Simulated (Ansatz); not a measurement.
**Question.** Name a neutral molecule of Al, B, C and H with HOMO energy (PBE0/def2-TZVPP) between -6.60 and -6.30 eV and LUMO energy (PBE0/def2-TZVPP) between -1.45 and -1.15 eV (Ansatz, PBE0-D4/def2-TZVP geometry).

**Answer.** `C[B]1[CH2][AlH]1` (-6.48 eV, -1.16 eV); `CC[B]1[CH2][AlH]1` (-6.48 eV, -1.16 eV). Other molecules can fit too; these were computed, each in one conformer that needn't be the lowest.
